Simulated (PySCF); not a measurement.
SCF from a fresh guess for singlet TiSe2, at the B3LYP minimum. PySCF input:

```python
from pyscf import gto, scf, dft
mol = gto.M(atom='''
Ti     0.000000    -0.925907    -0.000000
Se    -0.000000     0.277456     1.850748
Se    -0.000000     0.277456    -1.850748''',
    basis={'Ti': 'def2-SVP', 'Se': 'def2-SVP'},
    charge=0, spin=0)
mf = dft.RKS(mol, xc='B3LYP')
mf.grids.atom_grid = (50, 194)
aux = {'Ti': 'def2-universal-JKFIT', 'Se': 'def2-universal-JKFIT'}
mf = mf.density_fit(auxbasis=aux)
mf.conv_tol = 1e-08
mf.diis_space = 10
mf.max_cycle = 60
mf.init_guess = 'minao'
mf.verbose = 4
mf.kernel()
```

Excerpt of the output (cycles and frontier levels):

```
init E= -5650.40202798231
  HOMO = -0.292697165430333  LUMO = -0.179605227169375  gap/eV = 3.07739
cycle= 1 E= -5651.77419666048  delta_E= -1.37  |g|= 0.797  |ddm|= 2.76
  HOMO = -0.27260485524066  LUMO = -0.198321206583194  gap/eV = 2.02136
cycle= 2 E= -5636.41786582899  delta_E= 15.4  |g|= 6.92  |ddm|= 5.42
  HOMO = -0.18786948292901  LUMO = -0.184668230557602  gap/eV = 0.08711
cycle= 3 E= -5650.40479331806  delta_E=  -14  |g|= 2.85  |ddm|= 4.27
  HOMO = -0.19407433789061  LUMO = -0.177532855083035  gap/eV = 0.45012
cycle= 4 E= -5650.56058812854  delta_E= -0.156  |g|= 2.71  |ddm|= 0.118
  HOMO = -0.191351000478369  LUMO = -0.161652430075328  gap/eV = 0.80814
cycle= 5 E= -5651.17471957356  delta_E= -0.614  |g|= 1.99  |ddm|= 0.361
  HOMO = -0.207995868219255  LUMO = -0.129996827595313  gap/eV = 2.12246
cycle= 6 E= -5651.97590575604  delta_E= -0.801  |g|= 0.327  |ddm|= 0.972
  HOMO = -0.217863326429156  LUMO = -0.125593724194986  gap/eV = 2.51078
cycle= 7 E= -5652.00294471451  delta_E= -0.027  |g|= 0.0384  |ddm|= 0.216
  HOMO = -0.218716663549949  LUMO = -0.124457419927676  gap/eV = 2.56492
cycle= 8 E= -5652.00331029138  delta_E= -0.000366  |g|= 0.00341  |ddm|= 0.0318
  HOMO = -0.21872104274143  LUMO = -0.124601599298106  gap/eV = 2.56112
cycle= 9 E= -5652.00331283513  delta_E= -2.54e-06  |g|= 0.00206  |ddm|= 0.00544
  HOMO = -0.218765527404371  LUMO = -0.124545560180764  gap/eV = 2.56386
cycle= 10 E= -5652.00331432627  delta_E= -1.49e-06  |g|= 0.000819  |ddm|= 0.00348
  HOMO = -0.218779105068256  LUMO = -0.124619735505662  gap/eV = 2.56221
cycle= 11 E= -5652.00331457833  delta_E= -2.52e-07  |g|= 0.000366  |ddm|= 0.00142
  HOMO = -0.218767388382356  LUMO = -0.124603148731054  gap/eV = 2.56234
cycle= 12 E= -5652.00331463869  delta_E= -6.04e-08  |g|= 0.000123  |ddm|= 0.00086
  HOMO = -0.21877234947999  LUMO = -0.124612784328671  gap/eV = 2.56221
cycle= 13 E= -5652.00331464354  delta_E= -4.85e-09  |g|= 1.21e-05  |ddm|= 0.000159
  HOMO = -0.218773125696502  LUMO = -0.124615650972519  gap/eV = 2.56216
Extra cycle  E= -5652.00331464307  delta_E= 4.66e-10  |g|= 4.56e-05  |ddm|= 4.94e-05
converged SCF energy = -5652.00331464307
```

No lower solution of this spin was found by a stability analysis within the restricted form, which does not test spin polarisation.

The search for the lowest solution, with the stability check, took 4.3 s on 2 threads of a shared Intel Xeon Platinum 8488C (Sapphire Rapids) host, with 95 basis functions; the process peaked at 0.33 GiB.
